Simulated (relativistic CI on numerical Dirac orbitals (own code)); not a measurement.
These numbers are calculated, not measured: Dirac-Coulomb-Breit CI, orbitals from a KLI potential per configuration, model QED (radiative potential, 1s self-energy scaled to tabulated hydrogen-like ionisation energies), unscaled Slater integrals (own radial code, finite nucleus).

Configurations in the expansion (outside the closed core [Ne]): 3s2 3p6 3d10, 3s2 3p6 3d9 4s, 3s2 3p6 3d9 4p, 3s2 3p6 3d9 4d, 3s2 3p5 3d10 4s, 3s2 3p6 3d9 4f, 3s2 3p5 3d10 4p, 3s2 3p6 3d8 4s2, 3s2 3p5 3d10 4d, 3s2 3p6 3d8 4s 4p, 3s 3p6 3d10 4s, 3s2 3p6 3d9 5s, 3s2 3p5 3d10 4f, 3s2 3p6 3d8 4p2, 3s2 3p6 3d8 4s 4d, 3s2 3p6 3d9 5p, 3s 3p6 3d10 4p, 3s2 3p5 3d9 4s2, 3s2 3p6 3d9 5d, 3s2 3p6 3d8 4p 4d, 3s2 3p6 3d9 5f, 3s2 3p5 3d9 4s 4p, 3s2 3p6 3d9 5g, 3s 3p6 3d10 4d, 3s2 3p6 3d8 4d2, 3s2 3p5 3d9 4p2, 3s2 3p5 3d9 4s 4d, 3s 3p6 3d10 4f, 3s 3p6 3d9 4s2, 3s2 3p5 3d10 5s, 3s2 3p6 3d9 6s, 3s2 3p4 3d10 4s2, 3s2 3p5 3d9 4p 4d, 3s2 3p6 3d9 6p, 3s2 3p5 3d10 5p, 3s2 3p6 3d9 6d. Levels of other configurations are missing.

At this charge energies of transitions that change n are usually good to better than 1 %, and those within a shell (Δn = 0) to a few per cent.

Outline of the computed level scheme of Tl LIV. Lowest level of each configuration: 3s2 3p6 3d10 1S_0 at 0.00 eV; 3s2 3p6 3d9 4s 3D_3 at 1982.26 eV; 3s2 3p6 3d9 4p 3P°_2 at 2096.32 eV; 3s2 3p6 3d9 4d 3P_1 at 2427.84 eV; 3s2 3p5 3d10 4s 3P°_2 at 2523.16 eV; 3s2 3p5 3d10 4p 3P_1 at 2638.00 eV; 3s2 3p6 3d9 4f 3P°_0 at 2638.56 eV.

Some strong electric-dipole decays among the lowest 45 levels: 3s2 3p5 3d10 4s 1P°_1 → 3s2 3p6 3d10 1S_0 (3.6e+13 s⁻¹); 3s2 3p6 3d9 4p 1P°_1 → 3s2 3p6 3d10 1S_0 (2.0e+13 s⁻¹); 3s2 3p6 3d9 4p 3D°_1 → 3s2 3p6 3d10 1S_0 (1.2e+13 s⁻¹); 3s2 3p5 3d10 4p 3P_1 → 3s2 3p6 3d9 4p 3P°_2 (2.8e+12 s⁻¹); 3s2 3p5 3d10 4s 1P°_1 → 3s2 3p6 3d9 4s 1D_2 (2.7e+12 s⁻¹); 3s2 3p5 3d10 4s 3P°_2 → 3s2 3p6 3d9 4s 3D_3 (2.5e+12 s⁻¹); 3s2 3p6 3d9 4p 3P°_1 → 3s2 3p6 3d10 1S_0 (2.0e+12 s⁻¹); 3s2 3p6 3d9 4d 3G_3 → 3s2 3p6 3d9 4p 3F°_2 (1.5e+12 s⁻¹).

LS names give the leading component of a level, which can be under half, so a name can repeat, a term be missing and a line seem to break the LS rules.
